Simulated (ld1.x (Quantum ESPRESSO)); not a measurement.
**Configuration tests for N (ultrasoft)**

| Property | Result |
| --- | --- |
| Element | N |
| Generator | ld1.x (Quantum ESPRESSO) 7.5 |
| Type | ultrasoft |
| Functional | PBE |
| Relativity | scalar-relativistic |
| Frozen core | [He] |
| Valence charge | 5 |
| Reference configuration | 2s2 2p3 |
| Partial waves | 2s (bound): rcut 0.60, rcutus 0.75 bohr; 2s channel at -0.5 Ry: rcut 0.60, rcutus 0.75 bohr; 2p (bound): rcut 1.85, rcutus 2.35 bohr; 2p channel at -0.05 Ry: rcut 1.85, rcutus 2.35 bohr; 3d channel at 0.35 Ry: rcut 1.90, rcutus 2.45 bohr |
| Local potential | all-electron potential smoothed inside 2.40 bohr (lloc = -2) |
| Core correction | none |
| Augmentation charge | PSQ, radius 0.50 bohr |

Energies are relative to the spin-unpolarised reference configuration 2s2 2p3; without spin polarisation the order of configurations can differ from experiment.

Give the all-electron excitation energy and the error of the potential for: 2s2 2p2; 2s2 2p1; 2s2 2p0; 2s2 2p2.5; 2s0 2p5; 2s1 2p4; 2s1 2p0.

| valence configuration | charge | ΔE all-electron (eV) | error AE − PS (meV) |
| --- | --- | --- | --- |
| 2s2 2p2 | +1 | 13.591 | +3.8 |
| 2s2 2p1 | +2 | 42.445 | +65 |
| 2s2 2p0 | +3 | 89.528 | +424 |
| 2s2 2p2.5 | +0.5 | 5.093 | +0.4 |
| 2s0 2p5 | 0 | 23.041 | +434 |
| 2s1 2p4 | 0 | 11.508 | +100 |
| 2s1 2p0 | +4 | 167.346 | +516 |

Levels in the configuration 2s2 2p2.5:

```json
{"level": "2s", "all-electron (eV)": "-25.121", "pseudo (eV)": "-25.146"}
{"level": "2p", "all-electron (eV)": "-13.444", "pseudo (eV)": "-13.441"}
```
